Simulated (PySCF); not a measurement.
A run for PySCF: R-BP86/6-31G* on CH6GeO2 (SMILES C[O][GeH2][OH]), a point of a torsion scan.

```python
from pyscf import gto, scf, dft, mp
from pyscf.data.elements import chemcore

mol = gto.M(
    atom='''
    C     1.50369907   -0.17715502   -0.05454552
    O     0.46366175    0.76408582    0.09967634
    Ge   -1.27269306    0.51529812    0.15038447
    O    -1.74496443    0.24739041    1.79950534
    H     2.43351760    0.38768781   -0.14078947
    H     1.57271550   -0.84561534    0.80747859
    H     1.36957569   -0.78005232   -0.95493813
    H    -1.75930603    1.84323330   -0.33595213
    H    -1.75231600   -0.71146441   -0.56216745
    H    -1.30729581    0.77831891    2.46300257
    ''',
    basis='6-31g*',
    cart=True,
    charge=0, spin=0, verbose=3, max_memory=1800)
mf = dft.RKS(mol, xc='b88,p86')
mf.conv_tol = 1e-8
mf.max_cycle = 100
mf.kernel()
if not mf.converged:
    mf = mf.newton().run(mf.mo_coeff, mf.mo_occ)
```

Program output:

```
converged SCF energy = -2269.15519330033
```

The run converged.

Cost: very roughly 13 core-seconds.
